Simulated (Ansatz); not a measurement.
Gas-phase electronic energies from Ansatz, PBE0-D4/def2-TZVP geometries. CCSD(T)/CBS adds triple-zeta CCSD(T) − MP2 to the extrapolated MP2 energy (def2 sets, frozen cores). This one scheme is used for every species. DFT in def2-TZVPP. One conformer a species, not always the lowest.

Consider the ligand exchange at a B–O bond: `B[O][AlH][NH2]` + `COCN` → `BNCOC` + `[NH2][AlH][OH]`.

`B[O][AlH][NH2]`:

Cartesian coordinates in Å:
```
B -0.618 0.813 1.916
O -0.515 0.247 0.715
Al -0.404 -0.468 -0.808
N 1.177 -0.543 -1.575
H -0.494 0.138 2.907
H -0.832 1.996 2.002
H -1.695 -1.040 -1.494
H 2.035 -0.193 -1.182
H 1.345 -0.950 -2.480
```

`COCN`:

Cartesian coordinates in Å:
```
C 0.599 0.953 -0.909
O -0.564 0.864 -0.135
C -0.886 -0.457 0.255
N -0.031 -1.073 1.219
H 0.542 0.305 -1.796
H 0.698 1.988 -1.237
H 1.501 0.686 -0.342
H -1.892 -0.384 0.670
H -0.917 -1.101 -0.635
H 0.058 -0.508 2.054
H 0.892 -1.271 0.857
```

`BNCOC`:

Cartesian coordinates in Å:
```
B -1.723 -1.581 0.735
N -0.562 -1.306 0.027
C 0.304 -0.194 0.234
O 0.212 0.676 -0.863
C 1.100 1.755 -0.753
H -2.367 -2.544 0.437
H -2.037 -0.851 1.630
H -0.288 -1.893 -0.746
H 0.003 0.312 1.160
H 1.349 -0.528 0.343
H 0.977 2.371 -1.643
H 0.886 2.367 0.134
H 2.145 1.417 -0.696
```

`[NH2][AlH][OH]`:

Cartesian coordinates in Å:
```
N -0.150 -1.151 -0.662
Al 0.349 0.373 0.064
O -0.762 1.127 1.102
H -1.037 -1.602 -0.508
H 0.418 -1.693 -1.292
H 1.768 0.991 -0.248
H -0.586 1.955 1.544
```

| species | ωB97X-V energy (Eh) |
| --- | --- |
| `B[O][AlH][NH2]` | -400.36921 |
| `COCN` | -210.40402 |
| `BNCOC` | -235.88612 |
| `[NH2][AlH][OH]` | -374.88713 |

(1) Work out ΔE.

Largest T1 diagnostic among the species: 0.013.

## Answers

(1) ΔE = (-235.88612) + (-374.88713) − (-400.36921) − (-210.40402) = -0.00002 Eh = -0.1 kJ/mol. CCSD(T)/CBS gives -3.3 kJ/mol.

In def2-TZVPP, CCSD(T) changes the Hartree–Fock value by −15.8 kJ/mol (the triples alone add −1.9 kJ/mol) and MP2 by −17.8 kJ/mol.
